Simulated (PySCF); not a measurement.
C4H3BF2O.
SMILES: `c1oc(B(F)F)cc1`

Jobs on this species (11 atoms, 58 electrons) with PySCF (density fitting). Hardware of each: Arm Neoverse V1, one thread, shared host. Times come from a shared host and carry two figures at best. Peak memory is the resident size of the whole Python process, interpreter and libraries included.

```tsv
level and settings	work	basis functions	SCF cycles	wall time	peak memory
CAM-B3LYP/pcJ-1	spin–spin couplings from 10 perturbed nuclei, spin–dipole term for 3 of them	246	?	?	?
PBE/pcSseg-1	shieldings, ring-centre shieldings	151	?	?	?
B3LYP/cc-pVTZ	spin–spin couplings from 10 perturbed nuclei, spin–dipole term for 3 of them	282	14	68 s	1.1 GiB
B3LYP/def2-TZVP	spin–spin couplings from 10 perturbed nuclei, spin–dipole term for 3 of them	266	14	61 s	1.1 GiB
PBE/pcJ-1	spin–spin couplings from 10 perturbed nuclei, spin–dipole term for 3 of them	246	16	37 s	0.85 GiB
B97-2/pcJ-1	spin–spin couplings from 10 perturbed nuclei, spin–dipole term for 3 of them	246	14	53 s	1.1 GiB
LDA/pcSseg-1	shieldings, ring-centre shieldings	151	16	17 s	0.82 GiB
HF/pcSseg-1	shieldings, ring-centre shieldings	151	12	7.2 s	0.90 GiB
PBE0-D3(BJ)/def2-SVP, grid level 1	geometry optimisation from a GFN2-xTB start shaken at random	127	69	64 s	0.52 GiB
```

Fill in the missing figures.

- CAM-B3LYP/pcJ-1; spin–spin couplings from 10 perturbed nuclei, spin–dipole term for 3 of them: 77 s, 1.2 GiB, 13 SCF cycles
- PBE/pcSseg-1; shieldings, ring-centre shieldings: 21 s, 0.82 GiB, 16 SCF cycles

What do all jobs in the table cost together?

About 6.8 min; the longest takes about 19 % of that, and about 11 times as long as the shortest.
